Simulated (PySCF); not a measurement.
A calculated (PBE0, PySCF 2.14, aug-cc-pVTZ-DK, scalar relativity by spin-free X2C-1e) atom or ion has these occupied shells.

| shell | electrons | orbital energy (eV) | rms radius, mean of both spins (bohr) |
| --- | --- | --- | --- |
| 1s α | 1 | -677.59 | 0.204 |
| 1s β | 1 | -676.70 | 0.204 |
| 2s α | 1 | -34.647 | 1.11 |
| 2s β | 1 | -31.893 | 1.11 |
| 2p α | 3 | -14.296 | 1.27 |
| 2p β | 2 | -12.562 | 1.27 |

**Question.** Name the element and its charge.

**Answer.** F (fluorine, neutral), in [He] 2s2 2p5, 2P determinant.
